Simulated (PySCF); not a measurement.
## Two-component Hartree-Fock for Ho⁴⁵⁺ (holmium, charge +45)

Start: [Ar] 3d4; 3d3/2 filled at m_j = -3/2, -1/2, +1/2, +3/2. Calculated with PySCF 2.14 in an even-tempered Gaussian basis (16 s from 11 bohr⁻², ratio 2.8; 12 p from 14 bohr⁻², ratio 2.8; 8 d from 14 bohr⁻², ratio 2.8; 3 f from 46 bohr⁻², ratio 3): generalised Hartree-Fock with the X2C-1e Hamiltonian and a Gaussian nucleus; one run each with spin-orbit coupling (SO) switched off, then screened by Boettger's factors.

| spinor shell | electrons | ε, spin-free (eV) | ε, screened SO (eV) | weight of nominal j (screened SO) | rms radius, screened SO (bohr) |
| --- | --- | --- | --- | --- | --- |
| 1s1/2 | 2 | -58538.5 | -58521.6 | 1.000 | 0.0236 |
| 2s1/2 | 2 | -12040.7 | -12033.2 | 1.000 | 0.0946 |
| 2p1/2 | 2 | -10967.7 | -11589.3 | 1.000 | 0.0808 |
| 2p3/2 | 4 | -10967.7 | -10697.9 | 1.000 | 0.0871 |
| 3s1/2 | 2 | -4425.1 | -4422.6 | 1.000 | 0.235 |
| 3p1/2 | 2 | -4086.9 | -4250.9 | 1.000 | 0.224 |
| 3p3/2 | 4 | -4086.9 | -4014.3 | 1.000 | 0.237 |
| 3d3/2 | 4 | -3749.2 | -3764.9 | 1.000 | 0.204 |

```csv
quantity,spin-free,screened SO
E (hartree),-10927.86144,-10940.75748
M_J,0,0
⟨J²⟩,4.001,0.000
⟨L²⟩,6.001,2.437
⟨S²⟩,6.000,2.437
```

Breit and QED terms are absent; they matter most for the inner s and p1/2 levels.

Densities and radii are taken from the X2C orbitals without a picture-change correction, which distorts them close to the nucleus.

Without spin-orbit coupling the j labels of p, d and f shells carry no meaning; the spin-free column gives the mean over the occupied spinors of each nl shell, and its ⟨J²⟩ belongs to a mixture of degenerate components.
